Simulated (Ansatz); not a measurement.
`NCBCl` + `O[SiH3]` → `[SiH3]OBCl` + CH₃NH₂ at 298.15 K and 1 bar (ligand exchange at a B–C bond).

Isolated molecules relaxed with PBE0-D4/def2-TZVP in Ansatz; ΔE leaves out vibrations. CCSD(T)/CBS adds triple-zeta CCSD(T) − MP2 to the extrapolated MP2 energy (def2 sets, frozen cores). This one scheme is used for every species. One conformer a species, not always the lowest.

```json
{"species": "`NCBCl`", "CCSD(T)/CBS energy (Eh)": "-580.36274", "H − E (kJ/mol)": "195.2", "S (J/(mol·K))": "306.6"}
{"species": "`O[SiH3]`", "CCSD(T)/CBS energy (Eh)": "-366.69042", "H − E (kJ/mol)": "113.6", "S (J/(mol·K))": "257.8"}
{"species": "`[SiH3]OBCl`", "CCSD(T)/CBS energy (Eh)": "-851.35221", "H − E (kJ/mol)": "134.0", "S (J/(mol·K))": "324.4"}
{"species": "CH₃NH₂", "CCSD(T)/CBS energy (Eh)": "-95.75281", "H − E (kJ/mol)": "180.0", "S (J/(mol·K))": "240.4"}
```

H − E and S are ideal-gas, rigid-rotor, harmonic terms from PBE0-D4/def2-TZVP, for one conformer and one mirror image of each species. 1 Eh = 2625.50 kJ/mol, R = 8.31446 J/(mol·K).

By hand: ΔE, ΔH, ΔS and ΔG.

ΔE = (-851.35221) + (-95.75281) − (-580.36274) − (-366.69042) = -0.05186 Eh = -136.2 kJ/mol. Δ(H − E) = 134.0 + 180.0 − 195.2 − 113.6 = 5.2, so ΔH = -131.0 kJ/mol. ΔS = 324.4 + 240.4 − 306.6 − 257.8 = 0.4 J/(mol·K). ΔG = -131.0 − 298.15 × (0.4)/1000 = -131.1 kJ/mol.

By hand: the equilibrium constant, and the temperature at which ΔG would vanish if ΔH and ΔS stayed fixed.

log₁₀ K = −ΔG/(RT ln 10) = 23.0. ΔH and −TΔS have one sign here, so there is no such temperature. One of them is within its doubt of zero, so this could turn.

The number of gas molecules stays the same, so ΔS is small and ΔH decides. A doubt of 5 kJ/mol in ΔE shifts log₁₀ K by 0.9 here. Other conformers and mirror images would add mixing entropy, several J/(mol·K) or more a flexible species. These are equilibria of isolated gas molecules and say nothing of rates. Largest T1 diagnostic: 0.012 (customary marks: 0.02 for closed shells, 0.045 for open ones).
